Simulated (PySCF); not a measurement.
# La³⁺ (lanthanum, charge +3): r2SCAN calculation

Configuration: [Xe], closed-shell 1S. Computed with PySCF 2.14 in x2c-TZVPPall, with the spin-free X2C one-electron Hamiltonian (Gaussian nucleus).

```json
{"Total energy": "-8491.13 hartree", "One-electron energy": "-11526.41 hartree", "Hartree (Coulomb) energy": "3240.43 hartree", "Exchange-correlation energy": "-205.15 hartree", "⟨S²⟩": "0.0000", "⟨L²⟩": "0.000", "Sum of ⟨r⟩": "32.47 bohr", "Sum of ⟨r²⟩": "38.88 bohr²", "Langevin diamagnetic susceptibility": "-30.8 ×10⁻⁶ cm³/mol", "Time after the integrals": "of the order of 6 core-seconds"}
```

```
shell  electrons  mean orbital energy (eV)  rms radius, mean of both spins (bohr)
   1s          2                  -38752.0                                 0.0286
   2s          2                   -6208.1                                  0.116
   2p          6                   -5569.5                                  0.104
   3s          2                   -1353.8                                  0.304
   3p          6                   -1148.1                                  0.304
   3d         10                   -849.71                                  0.282
   4s          2                   -294.77                                  0.695
   4p          6                   -227.31                                  0.739
   4d         10                   -128.67                                  0.827
   5s          2                   -62.520                                   1.64
   5p          6                   -45.247                                   1.86
```

Spin-orbit coupling, which splits the p, d and f shells strongly at this Z, is absent.

Densities and radii are taken from the X2C orbitals without a picture-change correction, which distorts them close to the nucleus.
